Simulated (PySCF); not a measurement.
A GIAO shielding run with PySCF 2.14 (density fitting, non-relativistic, gas phase) on SMILES CCCB(C)C, C$_{5}$H$_{13}$B:

```
$ OMP_NUM_THREADS=1 python probes_run.py task.json out

{"job": {"kind": "nmr", "xc": "B3LYP", "basis": "pcSseg-1", "pop": false}, "charge": 0, "multiplicity": 1}
B      0.452934     0.917918     0.536786
C      2.025059     0.874545     0.481908
H      2.346116     1.245047    -0.509651
H      2.477157    -0.115636     0.640321
H      2.461429     1.587786     1.202510
C     -0.296683     2.299535     0.486522
H     -0.663193     2.493259     1.513754
H     -1.204761     2.259978    -0.137782
H      0.315463     3.163709     0.188844
C     -0.386850    -0.418692     0.587848
C     -0.450026    -1.025963    -0.823559
C     -1.214965    -2.339978    -0.885011
H     -1.416768    -0.252419     0.949402
H      0.084775    -1.155201     1.262971
H      0.574353    -1.182420    -1.205703
H     -0.917214    -0.302535    -1.515670
H     -2.252609    -2.211308    -0.537517
H     -1.251504    -2.742537    -1.909410
H     -0.745464    -3.101627    -0.241954
```

Hardware: 1 thread of an Intel Xeon Platinum 8259CL, shared host.

Question: How large is the calculation?

Answer: 48 electrons, 167 basis functions and 857 auxiliary functions.

Question: How long does it take, and how much memory does it need?

Answer: 21 s of wall time, with 12 SCF cycles and 4 response iterations; peak memory 0.99 GiB. Times on a shared host scatter by some tens of per cent.

Question: And these other runs on the same molecule and hardware: GIAO shielding at PBE0/pcSseg-1; spin–spin coupling at B3LYP/pcJ-1?

Answer: PBE0/pcSseg-1: 167 functions, 33 s; B3LYP/pcJ-1: 292 functions, 72 s.
